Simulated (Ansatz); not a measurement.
Consider the silylene loss: `C/C([SiH3])=N\[SiH3]` → `CC(=N)[SiH3]` + `[SiH2]`.

Computed with Ansatz on PBE0-D4/def2-TZVP structures; ΔE is electronic, products minus reactants. CCSD(T)/CBS adds triple-zeta CCSD(T) − MP2 to the extrapolated MP2 energy (def2 sets, frozen cores). This one scheme is used for every species. Functionals use def2-TZVPP. B3LYP here is the variant with VWN-RPA as its local correlation; programs differ in this. One conformer a species, not always the lowest.

CCSD(T)/CBS gives +62.2 kcal/mol.

Q: Another level gave +59.4 kcal/mol. Which?
A. B3LYP-D4/def2-TZVPP
B. r2SCAN/def2-TZVPP
C. PBE/def2-TZVPP
D. CCSD/def2-TZVPP

A: D. CCSD/def2-TZVPP 59.4, r2SCAN 66.8, PBE 60.6, B3LYP-D4 62.7 kcal/mol.

Largest T1 diagnostic among the species: 0.014.

In def2-TZVPP, CCSD(T) changes the Hartree–Fock value by +1.3 kcal/mol (the triples alone add +1.0 kcal/mol) and MP2 by +6.8 kcal/mol. From PBE to PBE0 (25 % exact exchange), in def2-TZVPP and without D4, ΔE moves by +2.2 kcal/mol. The D4 term adds +3.6 kcal/mol with B3LYP and +2.0 kcal/mol with PBE0; it sums over pairs of atoms, weighted by their polarisabilities, and B3LYP, whose exchange is more repulsive, gets the larger term.
